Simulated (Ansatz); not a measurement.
Consider the substitution at a C–I bond: `CI` + `S[SiH2][SeH]` → `CS[SiH2][SeH]` + HI.

Calculated with Ansatz (gas phase, PBE0-D4/def2-TZVP geometries, no zero-point term in ΔE). CBS: MP2 limit from def2 TZ/QZ plus the TZ coupled-cluster correction, frozen cores. DFT in def2-TZVPP. B3LYP here is the variant with VWN-RPA as its local correlation; programs differ in this. def2 core potentials past Kr. For I, Se outer-core shells are correlated without core-valence functions, which leaves a few kJ/mol of doubt a bond. Scalar relativity is left out up to krypton. One conformer a species, not always the lowest.

```tsv
level	ΔE (kcal/mol)
B3LYP-D4	0.9
r2SCAN	1.1
B3LYP	2.2
HF/def2-TZVPP	2.7
MP2/def2-TZVPP	1.6
CCSD/def2-TZVPP	1.6
MP2/def2-QZVPP	1.9
CCSD/CBS(def2)	2.1
```

(1) What does CCSD(T)/CBS give? (An estimate is asked.)

Largest T1 diagnostic among the species: 0.010.

## Answers

(1) Ansatz gave: +1.9 kcal/mol. The listed levels differ from it by -1.0, -0.8, 0.3, 0.8, -0.3, -0.3, 0.0, 0.2 kcal/mol.

The D4 term adds −1.3 kcal/mol with B3LYP and −0.8 kcal/mol with PBE0; it sums over pairs of atoms, weighted by their polarisabilities, and B3LYP, whose exchange is more repulsive, gets the larger term. In def2-TZVPP, CCSD(T) changes the Hartree–Fock value by −1.3 kcal/mol (the triples alone add −0.2 kcal/mol) and MP2 by −1.1 kcal/mol.
